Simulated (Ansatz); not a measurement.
C3H7Cl3Si (`CC(C)[Si](Cl)(Cl)Cl`) at its PBE0-D4/def2-TZVP geometry, where that method's forces vanish. Total charge 0; spin multiplicity 1.

```xyz
14

C    -1.1791   -0.4401   -0.8962
C     0.1811    0.0678   -0.4231
C     1.1056   -1.0791   -0.0211
Si    0.0023    1.3111    0.9511
Cl    1.8229    2.0493    1.5062
Cl   -0.8650    0.4574    2.5913
Cl   -1.1594    2.8836    0.3635
H    -1.0493   -1.1261   -1.7379
H    -1.6922   -0.9874   -0.1013
H    -1.8319    0.3717   -1.2224
H     0.6517    0.6350   -1.2376
H     1.2368   -1.7653   -0.8623
H     2.0933   -0.7261    0.2814
H     0.6831   -1.6518    0.8085
```

(1) What forces (eV/Å) does ωB97M-V/def2-TZVPP give on these atoms in Ansatz? (Estimate.)

## Answers

(1) Computed: 
```
C1  -0.160 -0.070 -0.069
C2   0.067  0.275  0.025
C3   0.113 -0.146  0.036
Si4  0.011 -0.100 -0.103
Cl5  0.033  0.005  0.005
Cl6 -0.016 -0.024  0.024
Cl7 -0.022  0.020 -0.016
H8  -0.013  0.047  0.062
H9   0.034  0.031 -0.038
H10  0.040 -0.052  0.021
H11 -0.031 -0.041  0.051
H12 -0.009  0.046  0.063
H13 -0.062 -0.024 -0.018
H14  0.016  0.036 -0.045
```
